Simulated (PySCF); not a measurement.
**Solvent effects on NMR parameters**

Geometry (Å), atoms numbered from 1 in this order:
```xyz
15

Si    2.9070   -0.1124    0.2878
S     1.6854    1.2778   -0.8437
C     0.1374    0.5774   -0.3695
C    -1.0716    1.1194   -0.8297
C    -2.2516    0.5153   -0.4181
C    -2.1976   -0.5951    0.4276
C    -0.9460   -1.0515    0.8272
N     0.1907   -0.4785    0.4378
H     2.6983   -0.0049    1.7568
H     4.2738    0.4036   -0.0388
H     2.8010   -1.5126   -0.2031
H    -1.0728    1.9888   -1.4893
H    -3.2135    0.9092   -0.7556
H    -3.1054   -1.0948    0.7695
H    -0.8485   -1.9177    1.4904
```

GIAO PBE0/pcSseg-1 in PySCF 2.14.0 with density-fitted response routines on one PBE0-D3(BJ)/def2-SVP conformer, non-relativistic, equivalent nuclei averaged. Solvents enter as an IEF-PCM continuum (cyclohexane with ε = 2.0, water with ε = 78.4) around the gas-phase geometry. Shifts are referred to TMS, CS2 computed in the same medium.

Gas phase, δ in ppm: Si1 -64.0, S2 -19.1, C3 167.9, C7 153.8, C5 142.1, C4 128.6, C6 123.3, H15 8.39, H13 7.56, H12 7.43, H14 6.94, H9/H10/H11 4.62. Dipole moment 2.80 D.

Problem. How does each δ change in the continuum?

Solution. 
```tsv
atoms	environment	Δδ, cyclohexane	Δδ, water
Si1	silicon bonded to S, 3 H	-0.3	-0.8
S2	sulfur bonded to C, Si	-5.9	-15.3
C3	aromatic carbon bearing sulfur	-0.9	-2.2
C7	aromatic CH next to a ring nitrogen	+0.8	+2.0
C5	aromatic CH	+1.3	+3.8
C4	aromatic CH	+0.9	+2.4
C6	aromatic CH	+1.3	+3.7
H15	hydrogen on an aromatic CH next to a ring nitrogen	+0.07	+0.18
H13	hydrogen on an aromatic CH	+0.16	+0.43
H12	hydrogen on an aromatic CH	+0.12	+0.31
H14	hydrogen on an aromatic CH	+0.16	+0.45
H9/H10/H11	hydrogen on a silicon bonded to S	-0.01	-0.02
```

Changes are relative to the gas phase. The dipole moment becomes 3.19 D in cyclohexane, 3.79 D in water.

Problem. Which nuclei move most (in ppm), and what does the model miss?

Solution. S2 (sulfur bonded to C, Si, -15.3 ppm) in water. A continuum only polarises the solute; specific hydrogen bonds, the anisotropy of aromatic solvents and changes of geometry or conformer are outside it.
